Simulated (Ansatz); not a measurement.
Reaction (cleavage of the Si–Si bond): `O=CO[SiH2][SiH3]` + `[OH][Mg][N]([SiH3])[SiH3]` → `[SiH3][O][Mg][N]([SiH3])[SiH3]` + `O=CO[SiH3]`

Program: Ansatz. Geometries: PBE0-D4/def2-TZVP. ΔE: electronic, gas phase. CCSD(T)/CBS adds triple-zeta CCSD(T) − MP2 to the extrapolated MP2 energy (def2 sets, frozen cores). For Mg outer-core shells are correlated without core-valence functions, which leaves a few kJ/mol of doubt a bond. One conformer a species, not always the lowest.

```json
{"level": "CCSD/def2-SVP", "ΔE (kJ/mol)": "-123.4"}
{"level": "CCSD(T)/def2-TZVPP", "ΔE (kJ/mol)": "-124.4"}
```

Task: What does CCSD(T)/CBS give? (Estimate.)

Result: Computed: -125.4 kJ/mol. The listed levels differ from it by 2.0, 1.0 kJ/mol.

Largest T1 diagnostic among the species: 0.016.

At CCSD(T), def2-SVP lies +4.7 kJ/mol from the extrapolated value and def2-TZVPP +1.0 kJ/mol. From BLYP to BHLYP (50 % exact exchange), in def2-TZVPP and without D4, ΔE moves by −16.6 kJ/mol. In def2-TZVPP, CCSD(T) changes the Hartree–Fock value by +28.4 kJ/mol (the triples alone add +3.8 kJ/mol) and MP2 by +22.1 kJ/mol.
